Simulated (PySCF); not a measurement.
NMR data simulated for an unnamed compound:

1H NMR (600 MHz, computed): δ 5.29 (m, 1H), 5.05 (m, 1H), 4.81 (m, 1H), 3.78 (m, 1H), 1.93 (d, 1H), 1.44 (m, 1H), 1.40 (m, 1H).

13C{1H} NMR (computed): δ 88.9 (CH), 88.1 (C), 82.7 (CH), 35.8 (CH), 11.0 (CH2).

Calculated, not measured (PySCF 2.14.0 with density-fitted response routines): shielding tensors at PBE0/pcSseg-1 (GIAO), structure optimised with GFN2-xTB. No relativistic terms, single conformer, in vacuum.

Referencing at the same level of theory: TMS for 1H and 13C.

Which of these does the molecule contain: a Si–H bond, an ester, a ketone, a CH3CH2 unit, a C≡C triple bond?

Results:


- A Si–H bond: yes (δH 4.81 (m), 5.05 (m)).
- An ester: no.
- A ketone: no.
- A CH3CH2 unit: no.
- A C≡C triple bond: yes (δC 82.7, 88.1; δH 1.93 (d)).

The data belong to `C#C[C@@H]1C[SiH2][C@@H]1F`, C₅H₇FSi; they needn't prove each group on their own.

Carbon signals by region: 3 at 50–100 ppm, 2 below 50 ppm.

Splittings by 19F in the carbon and heteronuclear signals aren't shown, as no couplings were computed. Shifts are as computed. Against solution values, carbons near 30 ppm lie about +3 ppm off and those near 130 ppm about +5 ppm. Of 1211 compounds with measured shifts, 218 miss one by over three times the rms of a fit or turn the order of signals round; such compounds aren't used in these exercises. No couplings were computed; multiplicities are counted from neighbouring protons, with m where these are inequivalent, close in shift, in a saturated or five-membered ring or joined by F or P, and br s for small geminal =CH2 splittings.
